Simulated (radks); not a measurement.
Results of a calculation; reference values are marked as such.
Question: Orbital eigenvalues (eV) of the beryllium ion Be+, [He] 2s1, of relativity; Dirac values are averaged over j with weights 2j + 1. Spin-unpolarised spherical Kohn-Sham, PBE, point nucleus unless stated (finite: rms radius 2.519 fm), a radial shooting solver on a logarithmic mesh with Libxc functionals. A level marked "c x" has the speed of light scaled by that factor.

| shell | non-rel. |
|---|---|
| 1s | -117.77 |
| 2s | -13.698 |
| 2p (empty) | -9.7766 |

Give the values at the level "Dirac, c x 3".

Answer: 
shell       Dirac, c x 3  change of magnitude (%)
1s               -117.77                    0.00
2s               -13.698                    0.00
2p (empty)       -9.7766                    0.00
